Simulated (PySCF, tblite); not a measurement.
Isomers of C6H12SSi, one GFN2-xTB conformer each. Single-point energies are computed at PBE0/pcSseg-1 (PySCF, gas phase, no added dispersion term), electronic only.

| SMILES | GFN2-xTB relative energy (kJ/mol) |
| --- | --- |
| C=C(C)[C@@H]1[SiH2][C@H]1SC | 164.7 |
| C=C(C)/C(C)=C\S[SiH3] | 0.0 |
| C=C(C)S[SiH2]C1CC1 | 29.6 |

Conformers: `[CH2:1]=[C:2]([CH3:3])[C@@H:4]1[SiH2:5][C@H:6]1[S:7][CH3:8]` with C1–C2–C4–Si5 50°, Si5–C6–S7–C8 152°; `[CH2:1]=[C:2]([CH3:3])/[C:4]([CH3:5])=[CH:6]\[S:7][SiH3:8]` with C1–C2–C4–C5 -14°, C4–C6–S7–Si8 -169°; `[CH2:1]=[C:2]([CH3:3])[S:4][SiH2:5][CH:6]1[CH2:7][CH2:8]1` with C1–C2–S4–Si5 -29°, C2–S4–Si5–C6 -165°, S4–Si5–C6–C7 31°.

**Question.** What does PBE0/pcSseg-1 give for the same structures?

**Answer.** 
```
                     SMILES  PBE0/pcSseg-1 E (Eh)  PBE0/pcSseg-1 (kJ/mol)  GFN2-xTB (kJ/mol)  point group
         C=C(C)S[SiH2]C1CC1            -922.91072                     0.0               29.6           C1
      C=C(C)/C(C)=C\S[SiH3]            -922.90628                    11.6                0.0           C1
C=C(C)[C@@H]1[SiH2][C@H]1SC            -922.87028                   106.2              164.7           C1
```

GFN2-xTB puts C=C(C)/C(C)=C\S[SiH3] lowest instead; measured from each level's own lowest isomer, the values differ by up to 58.5 kJ/mol (C=C(C)[C@@H]1[SiH2][C@H]1SC: 164.7 against 106.2). 

**Question.** Which frontier levels, dipoles and rotational constants go with these structures?

**Answer.** 
| SMILES | HOMO (eV, PBE0/pcSseg-1) | LUMO (eV) | dipole (D) | A, B, C (MHz) |
| --- | --- | --- | --- | --- |
| C=C(C)S[SiH2]C1CC1 | -6.50 | 0.13 | 0.91 | 3263, 752.0, 659.8 |
| C=C(C)/C(C)=C\S[SiH3] | -5.98 | -0.79 | 1.42 | 2896, 721.0, 591.5 |
| C=C(C)[C@@H]1[SiH2][C@H]1SC | -6.12 | -0.36 | 1.21 | 1796, 1004, 759.0 |

**Question.** What happens when harmonic zero-point energies from GFN2-xTB frequencies are added?

**Answer.** 
```
                     SMILES  ZPE (kJ/mol)  electronic (kJ/mol)  with ZPE (kJ/mol)
         C=C(C)S[SiH2]C1CC1         415.6                  0.0                0.0
      C=C(C)/C(C)=C\S[SiH3]         407.7                 11.6                3.8
C=C(C)[C@@H]1[SiH2][C@H]1SC         410.8                106.2              101.4
```

The zero-point energies span 7.9 kJ/mol. The order is unchanged.
